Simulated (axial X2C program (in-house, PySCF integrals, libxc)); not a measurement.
Curves of IrI from open-shell CI on d7 s1

Computed with an axial X2C code built on PySCF integrals: two-component X2C with atomic mean-field Coulomb and Gaunt terms, basis Ir dyall-v3z, I dyall-v3z (cores contracted in-house). Orbitals come from Hartree–Fock averaged over the configuration Ir d7 s1; CI then distributes these electrons over the d, s shells of Ir.

Scan along the bond; masses Ir 192.963 u, I 126.904 u. Energies in cm⁻¹ from the lowest point; levels are followed by energy order within each Ω. Lowest level at 2.691 Å: 100% d7 s1.

| R (Å) | (1)Ω=5 | (1)Ω=4 | (1)Ω=3 | (1)Ω=2 | (1)Ω=1 |
| --- | --- | --- | --- | --- | --- |
| 2.503 | 2105 | 2246 | 2561 | 2850 | 3068 |
| 2.597 | 596 | 889 | 1187 | 1406 | 1538 |
| 2.691 | 0 | 376 | 662 | 830 | 906 |
| 2.799 | 109 | 528 | 800 | 926 | 963 |
| 2.906 | 789 | 1218 | 1473 | 1571 | 1587 |
| 3.027 | 2006 | 2420 | 2651 | 2729 | 2734 |
| 3.175 | 3891 | 4262 | 4459 | 4522 | 4523 |

**Question.** Fit the curves (1)Ω=5, (1)Ω=4, (1)Ω=3, (1)Ω=2, (1)Ω=1 near their minima.

**Answer.** From the open-shell CI curves, Te from the lowest:

```tsv
level	Te (cm⁻¹)	Re (Å)	ωe (cm⁻¹)
(1)Ω=5	0	2.727	168.2
(1)Ω=4	394	2.719	165.2
(1)Ω=3	676	2.722	164.2
(1)Ω=2	829	2.728	164.2
(1)Ω=1	888	2.734	165.0
```

Without dynamic correlation distances can be off by several hundredths of an Å (long for ionic bonds, short for multiple bonds) and the wavenumbers are rough.

The 5 lowest curves are shown; the next is (1)Ω=0, from 927 cm⁻¹.

There is no dynamic correlation: spin–orbit spacings and, for f shells, spacings inside one term are the most reliable numbers, splittings between terms come out too wide, and energies between configurations are not reliable, so the lowest level need not be the ground state of the molecule. For d shells the ligand-field splittings (σ, π, δ) and their order can be off by a thousand cm⁻¹ or more. At most 4 roots were kept for each Ω > 0 (twice that for Ω = 0) within 3.2 eV of the lowest, so higher up levels can be missing between those listed; levels with Ω > 0 are doubly degenerate and listed once, Ω = 0 levels singly.
